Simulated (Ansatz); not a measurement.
Ansatz results at the PBE0-D4/def2-TZVP geometry: LUMO energy (ωB97M-V/def2-TZVPP) 2.33 eV; size of the dipole moment (PBE/def2-TZVPP) 1.79 D; HOMO–LUMO gap (ωB97M-V/def2-TZVPP) 10.40 eV.

Each molecule was computed in one conformer, which needn't be the lowest.

(1) Which molecule gave them?
A. `CS/C=C(/N)O`
B. `CC(O)C(N)=S`
C. `C=C[SiH2]C=N`
D. `OBCCO`

Results:

(1) A. The others give `C=C[SiH2]C=N`: 1.40, 0.93, 11.02; `OBCCO`: 1.77, 2.15, 11.93; `CC(O)C(N)=S`: 1.30, 3.48, 9.59.
